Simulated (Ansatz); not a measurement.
A run of Ansatz (development build ahead of 0.2.0) on triplet B3Cl at this shape:

```json
{"atom": "Cl", "x (Å)": "0.0000", "y (Å)": "0.0000", "z (Å)": "0.0000"}
{"atom": "B", "x (Å)": "1.6884", "y (Å)": "0.0000", "z (Å)": "0.6145"}
{"atom": "B", "x (Å)": "-0.8442", "y (Å)": "1.4622", "z (Å)": "0.6145"}
{"atom": "B", "x (Å)": "-0.8442", "y (Å)": "-1.4622", "z (Å)": "0.6145"}
```

Its results:

- Converged: yes
- Total energy: -534.01607 hartree
- Spin squared of the determinant: 2.000
- Stability test: minimum among restricted orbitals

**Question.** Which input gives this output? Name the method, the orbitals and the basis set, and write the input.

**Answer.** PBE0 (restricted open-shell) in pcseg-2.

```yaml
crystal:
  periodic: [false, false, false]
  atoms:
    - { symbol: Cl, position_ang: [0.0, 0.0, 0.0] }
    - { symbol: B, position_ang: [1.6884, 0.0, 0.6145] }
    - { symbol: B, position_ang: [-0.8442, 1.4622, 0.6145] }
    - { symbol: B, position_ang: [-0.8442, -1.4622, 0.6145] }
basis:
  gaussian: { orbitals: pcseg-2 }
magnetization:
  initial_magnetization: 2
hamiltonian:
  xc: pbe0
```

Caution: other spin multiplicities may lie lower.
